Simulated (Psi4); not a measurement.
AlP, triplet, at a GFN2-xTB geometry (such geometries of metal compounds can be far from the true shape). Base run: Psi4 with TPSS/def2-SVP.

Here is a job for Psi4.
```
memory 2 GB

molecule {
0 3
Al   -0.00000000   -0.00000000   -1.17855553
P     0.00000000    0.00000000    1.02141479
}

set {
  basis def2-svp
  reference uks
}

energy('tpss')
print_variables()
```

Each row names what was changed in the base input (with any setting that the change needs).

| change | ΔE vs base (µEh) | SCF cycles | grid points | basis functions |
|---|---|---|---|---|
| base | 0.0 | 10 | 42655 | 36 |
| guess = gwh | 0.0 | 12 | 42655 | 36 |
| scf_type = dfdirj+link | 0.0 | 10 | 42655 | 36 |
| dft_nuclear_scheme = stratmann | 8.0 | 10 | 40917 | 36 |
| dft_spherical_points = 194 | 40.8 | 10 | 27519 | 36 |
| damping_percentage = 20 | 2.3 | 19 | 42655 | 36 |
| d_convergence = 1e-8 | 0.0 | 12 | 42655 | 36 |
| dft_radial_points = 35 | -5519 | 10 | 20230 | 36 |
| damping_percentage = 50 | -1.7 | 56 | 42655 | 36 |
| puream = true | 0.0 | 10 | 42655 | 36 |
| cholesky_tolerance = 1e-3 (with scf_type cd) | -655 | 10 | 42655 | 36 |
| scf_type = out_of_core | 22.6 | 10 | 42655 | 36 |
| scf_type = direct | 22.6 | 12 | 42655 | 36 |

Open shells are given as the SCF converged; they aren't shown to be the lowest states, and a large step between rows can be another state.
